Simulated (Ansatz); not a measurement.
BiI2 (SMILES [I][Bi][I]), doublet, geometry from GFN2-xTB (such geometries of metal compounds can be far from the true shape) (the spin is typed, not shown lowest) (core potentials on Bi, I); R2SCAN/def2-SVP run with Ansatz (a first-principles code).

Input for Ansatz:
Ansatz 0.2 input:
```yaml
crystal:
  periodic: [false, false, false]
  atoms:
    - {symbol: Bi, position_ang: [0.89619474, 0.44438201, 0.28746279]}
    - {symbol: I, position_ang: [-1.04089611, 1.21333620, -1.58129724]}
    - {symbol: I, position_ang: [-0.36257867, -1.90925520, 1.13111966]}
basis:
  gaussian:
    orbitals: def2-SVP
    final_grid: {core_spheres: 14, valence_spheres: 28, degree: 59}
hamiltonian:
  xc: r2scan
magnetization: {spin_polarized: true, initial_magnetization: 1}
```

Problem. What does Ansatz print? Leave out banner, timings and long lists.

Solution. 
```
Functional definition: r2SCAN
908 factors; their error is unknown
mean field evaluation 1: about -22052.8969 eV, gradient 9.0e0 eV
mean field evaluation 2: about -22049.3311 eV, gradient 2.3e1 eV
mean field evaluation 4: about -22053.5708 eV, gradient 6.9e-1 eV
mean field evaluation 8: about -22053.5490 eV, gradient 7.4e-2 eV
mean field evaluation 16: about -22053.5490 eV, gradient 3.6e-5 eV
mean field -22053.54903867 eV, -810.4529787387 hartree, gradient 8.1e-6 eV, S^2 0.754500; 0 other end points of the search recorded, 0 dependent functions left out
reference -22053.54904810 eV, -810.4529790853 hartree; 37, 36 occupied and 41, 42 virtual orbitals, 908 factors
Total energy: -22053.54904810 eV, -810.4529790853 hartree
```
